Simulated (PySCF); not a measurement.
**C₆ coefficients of unlike pairs at HSE06**

Calculated with PySCF 2.14 from the dipole response of each species, C₆(A,B) = (3/π) ∫ α_A(iu) α_B(iu) du, in atomic units, from isotropic polarisabilities. For ions this is the dispersion term alone; charge-induced terms of lower order in 1/R come first.

| species | configuration | basis | relativity | α (bohr³) | C₆ (like pair) |
| --- | --- | --- | --- | --- | --- |
| O⁺ | [He] 2s2 2p3 (4S) | def2-TZVPPD (6s4p3d1f) | none | 2.616 | 5.046 |
| Pt⁺ | [Xe] 4f14 5d9 (2D) | aug-cc-pwCVTZ-PP with ECP60MDF (8s8p7d4f3g) | core potential | 16.04 | 120.6 |
| Ni³⁺ | [Ar] 3d7 (4F) | def2-TZVPPD (6s6p4d2f1g) | none | 1.401 | 3.076 |
| Zn³⁺ | [Ar] 3d9 (2D) | aug-cc-pwCVTZ-PP with ECP10MDF (8s8p7d4f3g) | core potential | 1.424 | 3.171 |

Task: Estimate C₆ for Pt⁺ with O⁺.

Result: The integral gives 24.36. The combination rule 2 C_A C_B / (C_A α_B/α_A + C_B α_A/α_B) gives 24.06 and the geometric mean 24.67.

No spin-orbit coupling is included.

The other pairs:

| pair | C₆ |
| --- | --- |
| Zn³⁺, Ni³⁺ | 3.122 |
| Zn³⁺, Pt⁺ | 17.40 |
| Ni³⁺, Pt⁺ | 17.01 |
| Zn³⁺, O⁺ | 3.766 |
| Ni³⁺, O⁺ | 3.685 |
